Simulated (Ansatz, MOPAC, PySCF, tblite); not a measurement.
Dissociation curve of HF (cation, charge +1), doublet.

Levels of theory: ROCCSD = CCSD on ROHF/cc-pVTZ, frozen core in Ansatz (a quantum-chemistry and plane-wave program); GFN2-xTB, 300 K electronic temperature (tblite); PM6, unrestricted, heats of formation (MOPAC); UKS-B3LYP/6-311+G** = PySCF 2.14.0 with unrestricted B3LYP/6-311+G**, spherical d.

Energies are in kJ/mol, each relative to the lowest point of its own curve near equilibrium.

```csv
R / Å,ROCCSD,GFN2-xTB,PM6,UKS-B3LYP/6-311+G**
0.75,208.6,224.7,268.3,218.0
0.80,114.8,125.0,163.7,122.3
0.87,39.6,47.7,71.8,44.6
0.90,21.5,29.1,46.5,25.5
0.95,4.5,10.2,18.5,6.8
0.98,0.5,4.3,8.5,1.6
1.01,0.0,1.1,2.6,0.0
1.05,3.7,0.0,0.0,2.1
1.08,8.9,0.9,1.2,6.1
1.11,15.9,2.9,4.5,11.7
1.19,39.8,11.3,20.7,32.1
1.25,60.8,19.6,36.9,50.3
1.38,108.8,40.6,74.9,92.1
1.52,158.2,65.2,111.0,134.9
1.65,198.9,87.4,136.0,169.6
1.83,245.2,114.5,157.6,208.9
1.99,276.6,133.9,167.7,235.6
2.22,308.1,154.4,173.6,263.3
2.51,331.2,170.1,174.8,284.9
2.73,340.9,—,174.6,294.5
3.03,348.3,—,174.6,301.4
3.50,353.5,—,174.8,304.0
4.00,355.7,—,175.1,302.0
```

At the longest distance, 4.00 Å, ROCCSD lies highest above its minimum (355.7 kJ/mol) and PM6 lowest (175.1 kJ/mol).

Dashes: no converged value, or the column stops at the first point that the program doubted or that broke a chosen test of continuity, which isn't proof of a fault.

The unrestricted determinant behind UKS-B3LYP/6-311+G** is spin-contaminated at 2.51 to 4.00 Å (<S²> up to 1.0, against 0.75 for a pure doublet).
